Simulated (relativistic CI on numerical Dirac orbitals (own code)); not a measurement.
Fe4+ in a cubic cluster: 1s photoemission with charge transfer

Computed with a charge-transfer multiplet model of a cubic metal-ligand cluster with up to 2 ligand holes, Slater and spin-orbit integrals from Dirac-Coulomb-Breit ions, Slater integrals scaled by 0.8. The ground state mixes d4 with configurations of k ligand holes L, whose averages lie at kΔ + k(k − 1)U_dd/2; a core hole lowers each added d electron by U_cd. 300 K, Lorentzian 1.1 eV and Gaussian 0.6 eV FWHM.

Atomic integrals in eV (Slater integrals scaled, ζ unscaled), ground: F2dd 10.374, F4dd 6.521, zeta_d 0.064; with the core hole: F2dd 11.650, F4dd 7.350, zeta_d 0.091, G2cd 0.067.

Cluster parameters (eV): Δ = 0.9, U_dd = 6.5, 10Dq = 1.95, 10Dq(ligand) = 0.9, V(eg) = 2.45, V(t2g) = -1.03, final-state hopping factor = 1.

```
         Case   n_d    d4   d5L  d6L2     S
U_cd = 6.8 eV  4.70  0.37  0.56  0.07  1.98
  U_cd = 8 eV  4.70  0.37  0.56  0.07  1.98
U_cd = 8.6 eV  4.70  0.37  0.56  0.07  1.98
```

Weights, n_d and S are thermal averages at 300 K. Binding energies count from the first peak over 30 % of the highest in each spectrum, which can be another peak from case to case. The parameters are a model scan and need not match a compound or its usual spin state. Peaks in eV (height, largest 100):
- U_cd = 6.8 eV: 0.0 (100), 9.7 (13), 11.9 (5)
- U_cd = 8 eV: 0.0 (100), 9.3 (14), 12.0 (8)
- U_cd = 8.6 eV: 0.0 (100), 9.1 (15), 11.9 (10)

For the case U_cd = 8 eV, Δ = 0.9 eV is smaller than U_dd = 6.5 eV, the charge-transfer side of the Zaanen-Sawatzky-Allen scheme. With the core hole the configuration with one ligand hole lies at Δ − U_cd = -5.9, -7.1, -7.7 eV from the one without, in the order of the table; where this is negative the screened configuration lies lower.

With at most 2 ligand holes the space is cut while the next configuration still counts, so covalency is underestimated, and a final configuration with one more ligand hole, which can lie low, is missing from the spectra.
